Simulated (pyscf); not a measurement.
H₃Si–I (SMILES [SiH3]I) + HI (SMILES I) -> HI (SMILES I) + H₃Si–I (SMILES [SiH3]I) (four-centre exchange; singlet surface; I–Si, H–I broken, H–I, I–Si formed). PySCF, gas phase, ωB97X-D3(BJ)/def2-SVP geometries. Energies in kJ/mol from the separated reactants.

```
level                   barrier  reaction energy
----------------------  -------  ---------------
ωB97X-D3(BJ)/def2-TZVP    146.3              0.0
PBE/def2-TZVP                 …              0.0
B3LYP-D3(BJ)/def2-TZVP    132.0              0.0
M06-2X/def2-TZVP          146.6              0.0
ωB97M-D3(BJ)/def2-TZVP        …              0.0
HF/def2-TZVP              247.9              0.0
```

Task: Complete the blanks.

Result: 
- PBE/def2-TZVP, barrier: 110.9
- ωB97M-D3(BJ)/def2-TZVP, barrier: 161.4

The functionals in the table span 50.5 kJ/mol in this barrier, from PBE to ωB97M-D3(BJ). One saddle was located; it need not be the lowest between these sides. Elements past Kr carry the def2 core potentials, without spin-orbit coupling.
